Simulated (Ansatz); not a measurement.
One change: `CBCNC` becomes `CBCC[SiH3]`.

Ansatz, PBE0-D4/def2-TZVP geometries, multiplicity 1. Each molecule was computed in one conformer, which needn't be the lowest.

```json
{"property": "HOMO–LUMO gap (PBE/def2-TZVPP) / eV", "`CBCNC`": "3.34"}
{"property": "LUMO energy (PBE0/def2-TZVPP) / eV", "`CBCNC`": "-0.58"}
{"property": "HOMO energy (ωB97M-V/def2-TZVPP) / eV", "`CBCNC`": "-8.73"}
{"property": "HOMO–LUMO gap (PBE0/def2-TZVPP) / eV", "`CBCNC`": "5.77"}
{"property": "size of the dipole moment (ωB97M-V/def2-TZVPP) / D", "`CBCNC`": "0.93"}
{"property": "zero-point energy (PBE0-D4/def2-TZVP) / kJ/mol", "`CBCNC`": "344.6"}
```

Give the same properties after the change, and the shifts. (Best estimate.)

The calculation gave: 
```json
{"property": "HOMO–LUMO gap (PBE/def2-TZVPP) / eV", "`CBCC[SiH3]`": "4.98", "shift": "1.64"}
{"property": "LUMO energy (PBE0/def2-TZVPP) / eV", "`CBCC[SiH3]`": "-0.71", "shift": "-0.13"}
{"property": "HOMO energy (ωB97M-V/def2-TZVPP) / eV", "`CBCC[SiH3]`": "-10.17", "shift": "-1.44"}
{"property": "HOMO–LUMO gap (PBE0/def2-TZVPP) / eV", "`CBCC[SiH3]`": "7.23", "shift": "1.46"}
{"property": "size of the dipole moment (ωB97M-V/def2-TZVPP) / D", "`CBCC[SiH3]`": "0.64", "shift": "-0.29"}
{"property": "zero-point energy (PBE0-D4/def2-TZVP) / kJ/mol", "`CBCC[SiH3]`": "338.5", "shift": "-6.1"}
```

With PBE0 the HOMO falls by 1.59 eV and the LUMO falls by 0.13 eV, so the gap widens by about 1.46 eV. PBE moves the HOMO by -1.74 eV and ωB97M-V by -1.44 eV. The zero-point energy changes by -6.1 kJ/mol with +3 modes. Dipoles are sizes alone; their direction can turn.

Positive LUMOs are unbound, so they and the gaps depend on the basis.
